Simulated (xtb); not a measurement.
H₂O₃P (SMILES O=[P](O)O), doublet, geometry from GFN2-xTB. Base run: GFN2-xTB (xtb).

The xtb input:
```
$ xtb mol.xyz --gfn 2 --uhf 1 --json

# file mol.xyz
6

O      1.42718126    -0.12789257     0.47029264
P      0.19930598     0.02167539    -0.31483825
O     -0.89924470    -1.16220641     0.03202880
O     -0.64801295     1.33248531     0.10149128
H     -0.49333564    -2.02094205     0.15200512
H     -1.53564299     1.35672076    -0.25993305
```

The base run was repeated with changes; each row names its change, and settings that it needs were set with it.

```csv
change,ΔE vs base (kJ/mol),dipole (D),G_solv (kcal/mol),SCF cycles
base,0.00,3.68,-,13
gbsa = methanol,-50.6,4.34,-14.59,12
etemp = 10000,-62.3,3.35,-,12
alpb = dmf,-60.4,4.23,-16.71,13
acc = 0.0001,0.00,3.68,-,18
acc = 0.1,0.00,3.68,-,15
```

ALPB and GBSA are two models with their own fitted parameters for each solvent, which aren't always the measured dielectric constant.
